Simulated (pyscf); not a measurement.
`[Cl][GeH]([Cl])[GeH3]` → `[Cl][GeH3]` + `[Cl][GeH]` [singlet] (1,1-elimination; singlet surface; Ge–Ge, Cl–Ge broken, Cl–Ge formed). Structures and frequencies: ωB97X-D3(BJ)/def2-SVP in PySCF. Energies in eV from the reactant's lowest minimum found.

```json
[
 {"level": "ωB97X-D3(BJ)/def2-TZVP", "barrier": "1.89", "reaction energy": "+1.80"},
 {"level": "r²SCAN/def2-TZVP", "barrier": "1.71", "reaction energy": "+1.66"},
 {"level": "B3LYP-D3(BJ)/def2-TZVP", "barrier": "1.66", "reaction energy": "+1.41"},
 {"level": "PBE0-D3(BJ)/def2-TZVP", "barrier": "1.74", "reaction energy": "+1.67"},
 {"level": "ωB97M-D3(BJ)/def2-TZVP", "barrier": "1.76", "reaction energy": "+1.40"},
 {"level": "HF/def2-TZVP", "barrier": "2.18", "reaction energy": "+1.23"}
]
```

The functionals in the table span 0.22 eV in this barrier, from B3LYP-D3(BJ) to ωB97X-D3(BJ)/def2-TZVP. On the product side the descent ends in a bound adduct (not fully relaxed), 0.50 eV under the separated species and 0.59 eV under the saddle at ωB97X-D3(BJ)/def2-TZVP. One saddle was located; it need not be the lowest between these sides. Elements up to Kr have no core potential and no relativistic terms here.
